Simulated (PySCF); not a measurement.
SMILES C(=C=C)/C(C)=C\CC, C₈H₁₂

Molfile (atoms numbered from 1):
```
C8H12
     RDKit          3D

 20 19  0  0  0  0  0  0  0  0999 V2000
   -3.1676    1.6919    0.2498 C   0  0  0  0  0  0  0  0  0  0  0  0
   -1.9951    1.1650    0.3903 C   0  0  0  0  0  0  0  0  0  0  0  0
   -0.8078    0.6412    0.5297 C   0  0  0  0  0  0  0  0  0  0  0  0
   -0.3691   -0.5792   -0.1355 C   0  0  0  0  0  0  0  0  0  0  0  0
   -1.3964   -1.2536   -0.9985 C   0  0  0  0  0  0  0  0  0  0  0  0
    0.8615   -1.0822   -0.0016 C   0  0  0  0  0  0  0  0  0  0  0  0
    1.9956   -0.5026    0.7876 C   0  0  0  0  0  0  0  0  0  0  0  0
    2.8360    0.4359   -0.0832 C   0  0  0  0  0  0  0  0  0  0  0  0
   -3.3789    2.4201   -0.5185 H   0  0  0  0  0  0  0  0  0  0  0  0
   -3.9907    1.4323    0.8979 H   0  0  0  0  0  0  0  0  0  0  0  0
   -0.0968    1.1424    1.1726 H   0  0  0  0  0  0  0  0  0  0  0  0
   -0.9935   -2.1540   -1.4552 H   0  0  0  0  0  0  0  0  0  0  0  0
   -2.2697   -1.5191   -0.4039 H   0  0  0  0  0  0  0  0  0  0  0  0
   -1.7271   -0.5761   -1.7852 H   0  0  0  0  0  0  0  0  0  0  0  0
    1.1064   -1.9816   -0.5527 H   0  0  0  0  0  0  0  0  0  0  0  0
    1.6302    0.0435    1.6589 H   0  0  0  0  0  0  0  0  0  0  0  0
    2.6294   -1.3156    1.1491 H   0  0  0  0  0  0  0  0  0  0  0  0
    2.2336    1.2752   -0.4233 H   0  0  0  0  0  0  0  0  0  0  0  0
    3.6860    0.8202    0.4764 H   0  0  0  0  0  0  0  0  0  0  0  0
    3.2089   -0.0928   -0.9576 H   0  0  0  0  0  0  0  0  0  0  0  0
  1  2  2  0
  2  3  2  0
  3  4  1  0
  4  5  1  0
  4  6  2  0
  6  7  1  0
  7  8  1  0
  1  9  1  0
  1 10  1  0
  3 11  1  0
  5 12  1  0
  5 13  1  0
  5 14  1  0
  6 15  1  0
  7 16  1  0
  7 17  1  0
  8 18  1  0
  8 19  1  0
  8 20  1  0
M  END
```

Computed with GIAO B97-2/pcSseg-1 magnetisability, rotational g tensor and spin-rotation constants, non-relativistic, gas phase (PySCF). Geometry: GFN2-xTB.

**Question.** Give the nuclear spin-rotation constants along the inertial axes (H = +C I·J) beside the isotropic shieldings.

**Answer.** Rotational constants 3.7065, 1.0666, 0.8955 GHz. A star marks the isotopologue with that one atom substituted, in its own axes.
| atom | isotope | Caa (kHz) | Cbb (kHz) | Ccc (kHz) | mean (kHz) | σ (ppm) |
| --- | --- | --- | --- | --- | --- | --- |
| H9 | 1H | -0.275 | -0.104 | 0.034 | -0.115 | 26.6 |
| H10 | 1H | -0.077 | -0.113 | -0.006 | -0.066 | 26.6 |
| H11 | 1H | -0.159 | 0.030 | -0.085 | -0.071 | 25.4 |
| H12 | 1H | -0.253 | -0.003 | -0.105 | -0.120 | 30.2 |
| H13 | 1H | -0.149 | -0.103 | -0.041 | -0.098 | 29.9 |
| H14 | 1H | -0.292 | -0.107 | -0.003 | -0.134 | 29.8 |
| H15 | 1H | -0.236 | 0.061 | -0.097 | -0.090 | 26.0 |
| H16 | 1H | -0.287 | -0.034 | -0.059 | -0.127 | 29.5 |
| H17 | 1H | -0.064 | -0.098 | -0.066 | -0.076 | 29.9 |
| H18 | 1H | -0.137 | -0.094 | -0.068 | -0.100 | 30.9 |
| H19 | 1H | -0.183 | -0.046 | -0.093 | -0.108 | 30.7 |
| H20 | 1H | -0.314 | -0.053 | -0.058 | -0.142 | 30.8 |
| C1 | 13C* | 0.821 | 0.147 | 0.309 | 0.425 | 106.3 |
| C2 | 13C* | 1.701 | 0.458 | 0.416 | 0.858 | -34.6 |
| C3 | 13C* | 0.976 | 0.386 | 0.136 | 0.499 | 92.5 |
| C4 | 13C* | 1.235 | 0.504 | 0.134 | 0.624 | 53.7 |
| C5 | 13C* | 0.558 | 0.153 | 0.149 | 0.287 | 160.9 |
| C6 | 13C* | 1.212 | 0.482 | 0.168 | 0.621 | 50.9 |
| C7 | 13C* | 0.615 | 0.165 | 0.128 | 0.303 | 160.3 |
| C8 | 13C* | 0.525 | 0.156 | 0.124 | 0.268 | 168.2 |

For the geometry as given, no vibrational averaging.

**Question.** How do the rotational constants and the g tensor change when H9, H10, H11, H12, H13, H14, H15, H16, H17, H18, H19, H20 are replaced by deuterium?

**Answer.** Constants 2.8994, 0.8986, 0.7537 GHz; g -0.0233, -0.0052, 0.0000, against -0.0300, -0.0061, -0.0001 before.
